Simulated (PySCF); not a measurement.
Species: C₅H₇NSi.
Numbering: `[SiH3:1][c:2]1[cH:3][cH:4][n:5][cH:6][cH:7]1` (hydrogens: H8, H9, H10 on Si1; H11 on C3; H12 on C4; H13 on C6; H14 on C7)

The same species was optimised twice, with GFN2-xTB and with PBE0-D3(BJ)/def2-SVP (PySCF), and the same property calculations (PySCF, gas phase) were run on both structures.

| coordinate | GFN2-xTB | PBE0-D3(BJ)/def2-SVP | change |
| --- | --- | --- | --- |
| C6–C7 (Å) | 1.386 | 1.396 | +0.010 |
| C3–C4 (Å) | 1.385 | 1.394 | +0.009 |
| C2–C3 (Å) | 1.393 | 1.402 | +0.009 |
| C4–N5 (Å) | 1.323 | 1.331 | +0.008 |
| C2–C7 (Å) | 1.392 | 1.400 | +0.008 |
| Si1–C2 (Å) | 1.891 | 1.883 | -0.008 |
| N5–C6 (Å) | 1.322 | 1.329 | +0.007 |
| Si1–C2–C7 (°) | 122.5 | 121.9 | -0.6 |
| Si1–C2–C3 (°) | 120.9 | 121.4 | +0.5 |
| C3–C4–N5 (°) | 123.4 | 123.6 | +0.2 |
| C2–C3–C4 (°) | 119.5 | 119.3 | -0.2 |
| C4–N5–C6 (°) | 117.6 | 117.5 | -0.1 |
| C3–C2–C7 (°) | 116.6 | 116.7 | +0.1 |
| N5–C6–C7 (°) | 123.4 | 123.5 | +0.1 |
| C2–C7–C6 (°) | 119.5 | 119.4 | -0.1 |

Rotational constants: A = 5755, B = 1493, C = 1202 MHz (GFN2-xTB) against A = 5668, B = 1484, C = 1193 MHz (PBE0-D3(BJ)/def2-SVP).

On the GFN2-xTB structure: lowest singlet, TDDFT (eV) 4.57 [PBE0/def2-SVPD]; lowest triplet, Tamm–Dancoff (eV) 3.90 [PBE0/def2-SVPD]; isotropic polarisability (au) 88.8 [PBE0/def2-SVPD]; HOMO (eV) -7.39 [PBE0/def2-SVPD]; LUMO (eV) -1.20 [PBE0/def2-SVPD]; dipole (D) 1.89 [PBE0/def2-SVPD]; HOMO (eV) -7.38 [PBE0/pcSseg-1]; LUMO (eV) -1.16 [PBE0/pcSseg-1]; dipole (D) 1.93 [PBE0/pcSseg-1]; GIAO shielding of Si1 (ppm) 417.8 [PBE0/pcSseg-1]; GIAO shielding of C2 (ppm) 41.7 [PBE0/pcSseg-1]; GIAO shielding of C3/C7 (mean) (ppm) 51.7 [PBE0/pcSseg-1]; GIAO shielding of C4/C6 (mean) (ppm) 31.9 [PBE0/pcSseg-1]; GIAO shielding of N5 (ppm) -95.7 [PBE0/pcSseg-1].

**Question.** What do these properties become on the PBE0-D3(BJ)/def2-SVP structure?

**Answer.** 
```csv
property,level,on GFN2-xTB,on PBE0-D3(BJ)/def2-SVP,change
"lowest singlet, TDDFT (eV)",PBE0/def2-SVPD,4.57,4.52,-0.05
"lowest triplet, Tamm–Dancoff (eV)",PBE0/def2-SVPD,3.90,3.86,-0.04
isotropic polarisability (au),PBE0/def2-SVPD,88.8,90.9,+2.1
HOMO (eV),PBE0/def2-SVPD,-7.39,-7.46,-0.07
LUMO (eV),PBE0/def2-SVPD,-1.20,-1.33,-0.13
dipole (D),PBE0/def2-SVPD,1.89,1.66,-0.23
"energy, GFN2-xTB geometry as zero (kcal/mol)",PBE0/def2-SVPD,0.0,-1.3,-1.3
HOMO (eV),PBE0/pcSseg-1,-7.38,-7.46,-0.08
LUMO (eV),PBE0/pcSseg-1,-1.16,-1.29,-0.13
dipole (D),PBE0/pcSseg-1,1.93,1.69,-0.24
"energy, GFN2-xTB geometry as zero (kcal/mol)",PBE0/pcSseg-1,0.0,-0.8,-0.8
GIAO shielding of Si1 (ppm),PBE0/pcSseg-1,417.8,416.0,-1.8
GIAO shielding of C2 (ppm),PBE0/pcSseg-1,41.7,41.4,-0.3
GIAO shielding of C3/C7 (mean) (ppm),PBE0/pcSseg-1,51.7,48.8,-2.9
GIAO shielding of C4/C6 (mean) (ppm),PBE0/pcSseg-1,31.9,29.2,-2.7
GIAO shielding of N5 (ppm),PBE0/pcSseg-1,-95.7,-100.3,-4.6
```

The heavy atoms differ by 0.009 Å rms after alignment. Among bonds between heavy atoms C2–C3, C3–C4 and C6–C7 change most and about equally (+0.009 to +0.010 Å). Changes are differences of the printed values. Neither structure is proved a minimum here.
